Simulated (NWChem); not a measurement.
The numbers come from NWChem runs, not from measurements. System: F$_{6}$S, charge 0, spin multiplicity 1, at the geometry of a parent with another charge or spin, in a state set for the comparison that need not be this species' ground state. Level: B2PLYP/def2-SVPD, 11 core orbitals frozen.

The NWChem input:

```
start mol
memory heap 200 mb stack 900 mb global 1100 mb
geometry units angstroms nocenter noautoz
  F      1.751274     0.000000     0.000000
  S      0.000000     0.000000     0.000000
  F      0.000000     0.000000     1.751286
  F      0.000000    -1.751269     0.000000
  F      0.000000     0.000000    -1.751286
  F      0.000000     1.751269     0.000000
  F     -1.751274     0.000000     0.000000
  symmetry group D2h
end
basis spherical
  * library def2-svpd
end
dft
  xc hfexch 0.53 becke88 0.47 lyp 0.73 mp2 0.27
  dftmp2
  semidirect memsize 60000000 filesize 0
  iterations 100
end
mp2
  freeze core 11
end
task dft energy
```

NWChem printed:

```
             Northwest Computational Chemistry Package (NWChem) 7.3.0
             --------------------------------------------------------

                                NWChem Input Module
                                -------------------

 Scaling coordinates for geometry "geometry" by  1.889725989
 (inverse scale =  0.529177249)

 Turning off AUTOSYM since
 SYMMETRY directive was detected!

                             Geometry "geometry" -> ""
                             -------------------------

 Output coordinates in angstroms (scale by  1.889725989 to convert to a.u.)

  No.       Tag          Charge          X              Y              Z
 ---- ---------------- ---------- -------------- -------------- --------------
    1 F                    9.0000     1.75127400     0.00000000     0.00000000
    2 S                   16.0000     0.00000000     0.00000000     0.00000000
    3 F                    9.0000     0.00000000     0.00000000     1.75128600
    4 F                    9.0000     0.00000000    -1.75126900     0.00000000
    5 F                    9.0000     0.00000000     0.00000000    -1.75128600
    6 F                    9.0000     0.00000000     1.75126900     0.00000000
    7 F                    9.0000    -1.75127400     0.00000000     0.00000000

 Effective nuclear repulsion energy (a.u.)     505.4666749453

            Nuclear Dipole moment (a.u.)
            ----------------------------
        X                 Y               Z
 ---------------- ---------------- ----------------
     0.0000000000     0.0000000000     0.0000000000

      Symmetry information
      --------------------

 Group name             D2h
 Group number             26
 Group order               8
 No. of unique centers     4

      Symmetry unique atoms

     1    2    3    4


 Summary of "ao basis" -> "" (spherical)
 ------------------------------------------------------------------------------
       Tag                 Description            Shells   Functions and Types
 ---------------- ------------------------------  ------  ---------------------
 *                         def2-svpd                  on all atoms

  dft_input: which_mp2 not specified, using semidirect MP2 by default.

                                 NWChem DFT Module
                                 -----------------

 Summary of "ao basis" -> "ao basis" (spherical)
 ------------------------------------------------------------------------------
       Tag                 Description            Shells   Functions and Types
 ---------------- ------------------------------  ------  ---------------------
 F                         def2-svpd                 9       23   4s3p2d
 S                         def2-svpd                11       27   5s4p2d

 Summary of "ao basis" -> "ao basis" (spherical)
 ------------------------------------------------------------------------------
       Tag                 Description            Shells   Functions and Types
 ---------------- ------------------------------  ------  ---------------------
 F                         def2-svpd                 9       23   4s3p2d
 S                         def2-svpd                11       27   5s4p2d

      Symmetry analysis of basis
      --------------------------

        ag         42
        au          6
        b1g        14
        b1u        25
        b2g        14
        b2u        25
        b3g        14
        b3u        25

            General Information
            -------------------
[...]
 --------------
 x =   0.00000000 y =   0.00000000 z =   0.00000000

 moments of inertia (a.u.)
 ------------------
         832.309067677454           0.000000000000           0.000000000000
           0.000000000000         832.311443960528           0.000000000000
           0.000000000000           0.000000000000         832.303364570397

     Multipole analysis of the density
     ---------------------------------

     L   x y z        total         alpha         beta         nuclear
     -   - - -        -----         -----         ----         -------
     0   0 0 0      0.000000    -35.000000    -35.000000     70.000000

     1   1 0 0      0.000000      0.000000      0.000000      0.000000
     1   0 1 0     -0.000000     -0.000000     -0.000000      0.000000
     1   0 0 1      0.000000      0.000000      0.000000      0.000000

     2   2 0 0    -33.176706   -115.159176   -115.159176    197.141645
     2   1 1 0     -0.000000     -0.000000     -0.000000      0.000000
     2   1 0 1     -0.000000     -0.000000     -0.000000      0.000000
     2   0 2 0    -33.176690   -115.158605   -115.158605    197.140520
     2   0 1 1      0.000000      0.000000      0.000000      0.000000
     2   0 0 2    -33.176447   -115.160397   -115.160397    197.144347

                   NWChem MP2 Semi-direct Energy/Gradient Module
                   ---------------------------------------------

  Basis functions       =    165
  Molecular orbitals    =    165
  Frozen core           =     11
  Frozen virtuals       =      0
  Active alpha occupied =     24
  Active beta occupied  =     24
  Active alpha virtual  =    130
  Active beta virtual   =    130
  Use MO symmetry       = T
  Use skeleton AO sym   = T

  AO/Fock/Back tols     =   1.0D-09  1.0D-09  1.0D-09

 GA uses MA = F    GA memory limited = T

 Available:
  local mem=  4.43D+07
 global mem=  1.44D+08
 local disk=  0.00D+00
  mp2_memr nvloc                   130
  nvloc new                   130
   1 passes of  24:        3145728                     135099                 139913050.
   1 passes of  24: M     44283417           G      144124750           F      41137689.
  mp2_memr nvloc                   130
  nvloc new                   130
   2 passes of  12:        3145728                      95319                  69979810.
   2 passes of  12: M     44283417           G      144124750           F      41137689.
  mp2_memr nvloc                   130
  nvloc new                   130
   3 passes of   8:        3145728                      82059                  46668730.
   3 passes of   8: M     44283417           G      144124750           F      41137689.
  mp2_memr nvloc                   130
  nvloc new                   130
   4 passes of   6:        3145728                      75429                  35013190.
   4 passes of   6: M     44283417           G      144124750           F      41137689.

 Semi-direct pass number   1 of   4  for RHF alpha+beta  at        2.9s
  vrange nnbf                 13185
  mp2_eaftype                   133  avail_ma_in_mb                   385
 EAF : mp2_eaftype filesize         133   17506595.
  mp2_eaf for mointskh                    133
Node 0 wrote     82.3 Mb in      0.1 s     Agg I/O rate:   607.8 Mb/s
 Done moints_semi at       10.4s
  mp2_eaftype                   133  avail_ma_in_mb                   385
 EAF : mp2_eaftype filesize         133   17506595.
  mp2_eaf for kh                   133
 Done maket at       10.6s
 Semi-direct pass number   2 of   4  for RHF alpha+beta  at       10.6s
  vrange nnbf                 13185
  mp2_eaftype                   133  avail_ma_in_mb                   385
 EAF : mp2_eaftype filesize         133   17506595.
  mp2_eaf for mointskh                    133
Node 0 wrote     82.3 Mb in      0.1 s     Agg I/O rate:   646.8 Mb/s
 Done moints_semi at       18.0s
  mp2_eaftype                   133  avail_ma_in_mb                   385
 EAF : mp2_eaftype filesize         133   17506595.
  mp2_eaf for kh                   133
 Done maket at       18.2s
 Semi-direct pass number   3 of   4  for RHF alpha+beta  at       18.2s
  vrange nnbf                 13185
  mp2_eaftype                   133  avail_ma_in_mb                   385
 EAF : mp2_eaftype filesize         133   17506595.
  mp2_eaf for mointskh                    133
Node 0 wrote     82.3 Mb in      0.1 s     Agg I/O rate:   614.4 Mb/s
 Done moints_semi at       25.6s
  mp2_eaftype                   133  avail_ma_in_mb                   385
 EAF : mp2_eaftype filesize         133   17506595.
  mp2_eaf for kh                   133
 Done maket at       25.8s
 Semi-direct pass number   4 of   4  for RHF alpha+beta  at       25.8s
  vrange nnbf                 13185
  mp2_eaftype                   133  avail_ma_in_mb                   385
 EAF : mp2_eaftype filesize         133   17506595.
  mp2_eaf for mointskh                    133
Node 0 wrote     82.3 Mb in      0.1 s     Agg I/O rate:  1190.3 Mb/s
 Done moints_semi at       33.1s
  mp2_eaftype                   133  avail_ma_in_mb                   385
 EAF : mp2_eaftype filesize         133   17506595.
  mp2_eaf for kh                   133
 Done maket at       33.3s
 Done multipass loop at       33.3s

          -------------------------------------------
          DFT energy                    -995.485578071351
          Unscaled MP2 energy             -1.771442925392
          Total DFT+MP2 energy          -995.963867661207
          -------------------------------------------

 -----------------------
 Performance information
 -----------------------

 Timer overhead =  9.57D-08 seconds/call

               Nr. of calls         CPU time (s)                 Wall time (s)                GFlops
             ---------------    -------------------     ------------------------------   -------------------
Name         Min   Avg   Max    Min     Avg     Max     Min     Avg     Max   Mx/calls   Min     Max     Sum
mp2: moin     4     4     4    30.     30.     30.      30.     30.     30.     7.4      0.0     0.0     0.0
mp2: make     4     4     4   0.78    0.78    0.78     0.78    0.78    0.78    0.20      0.0     0.0     0.0
mp2: tota     1     1     1    31.     31.     31.      31.     31.     31.     31.      0.0     0.0     0.0

 The average no. of pstat calls per process was 9.00D+00
 with a timing overhead of 8.61D-07s

 Task  times  cpu:       33.3s     wall:       33.3s

 Total times  cpu:       33.3s     wall:       33.3s
```
